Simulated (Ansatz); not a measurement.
Species: sum formula H3GeO3 (charge 0, doublet). It need not be the lowest isomer of its formula. SMILES: [OH][Ge]([OH])[OH]
Coordinates optimised at B3LYP-D3(BJ)/def2-TZVP (Ansatz, a first-principles code):
```
Ge
O 1 1.7935
H 2 0.9649 1 112.77
O 1 1.7935 2 106.46 3 -161.78
H 4 0.9649 1 112.77 2 -48.49
O 1 1.7935 2 106.46 3 -48.49
H 6 0.9649 1 112.77 2 -161.78
```
Charge 0, spin multiplicity 2.

Quantity: atomisation energy (electronic, to ground-state atoms), in eV. Correlated levels leave the core frozen unless marked. Open shells are spin-unrestricted. Spin-orbit coupling is left out. Frozen are the shells of the preceding noble gas and the d and f shells that filled before the atom's block. No relativistic terms. The coupled-cluster limit lacks core correlation, which all-electron functionals hold. Basis-set limits of correlation are two-point, X^-3; Hartree-Fock from the larger set. The bracket is a focal-point correction in the basis named.

```csv
level,program,atomisation energy (eV)
HF/STO-3G,Ansatz,15.23
PBE0/def2-TZVPD,Ansatz,24.90
PBE0/def2-QZVPP,Ansatz,25.00
B2GP-PLYP/def2-TZVPD,Ansatz,24.96
```

**Question.** What does RI-MP2/CBS(aug-cc-pVTZ,aug-cc-pVQZ)+[CCSD(T)-MP2]/aug-cc-pVTZ (Ansatz) give?

**Answer.** 25.72 eV, so B2GP-PLYP/def2-TZVPD differs from it by -0.76 eV.
